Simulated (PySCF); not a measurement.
# Working out the ionisation energy of N⁺

N⁺ [He] 2s2 2p2 (3P) → N²⁺ [He] 2s2 2p1 (2P). Computed with PySCF 2.14 in def2-SVP (3s2p1d, 14 functions), with the non-relativistic Hamiltonian (point nucleus). Frozen: 1s2. Energies in hartree (1 hartree = 27.21139 eV):

| part | N⁺ (lower) | N²⁺ (upper) |
| --- | --- | --- |
| UHF | -53.820663 | -52.741777 |
| CCSD correlation | -0.075598 | -0.075739 |
| (T) | -0.000831 | -0.000629 |

Q: What does Hartree-Fock give?

A: (-52.741777) − (-53.820663) = 1.078886 hartree = 29.358 eV.

Q: What do CCSD and CCSD(T) give?

A: The CCSD correlation energies differ by -0.000141 hartree = -0.004 eV and the triples by 0.000202 hartree = 0.005 eV, so CCSD gives 29.354 eV and CCSD(T) 29.359 eV.

Reference: 29.601 eV (semi-empirical (NIST evaluation); NIST Atomic Spectra Database, ionization energies), between the lowest levels; spin-orbit coupling is absent from the calculation.

A double-zeta basis recovers only part of the correlation energy.

What remains against the reference includes basis incompleteness, the frozen core and higher excitations.
